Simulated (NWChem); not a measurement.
## Ionisation of C₃H₉O₂ (+1)

```xyz
14

C      0.8975    -1.3009     1.1038
C      0.4621    -0.4480    -0.0479
O      0.8421     0.9845     0.1766
C     -1.0440    -0.3047    -0.2509
O     -1.1660     0.9093    -0.9797
H      0.4786    -0.9391     2.0533
H      1.9927    -1.3458     1.1832
H      0.5415    -2.3288     0.9339
H      0.9427    -0.7368    -0.9958
H      1.7318     1.2223    -0.1367
H      0.0690     1.4379    -0.3742
H     -1.5643    -0.2426     0.7196
H     -1.4306    -1.1648    -0.8184
H     -2.0636     1.2692    -0.9699
```
Charge +1, spin multiplicity 1.

Everything below was run with NWChem. All single points use one geometry, from PBE0/def2-SVP, with no frequency check, so it may be a saddle point. It is one conformer; others weren't searched.

Basis set: def2-SVP. −ε marks an orbital energy of the parent.

B3LYP has NWChem's definition, with VWN1-RPA local correlation. The structure started from a generated list of species.

Q: One of these methods gave a first vertical ionisation energy of 18.33 eV. Which?
(A) −ε(HOMO) of B3LYP
(B) −ε(HOMO) of PBE
(C) −ε(HOMO) of HF
(D) −ε(HOMO) of BHandHLYP

A: C, −ε(HOMO) of HF. The others give 15.72 (−ε(HOMO) of BHandHLYP), 13.79 (−ε(HOMO) of B3LYP), 12.33 (−ε(HOMO) of PBE).
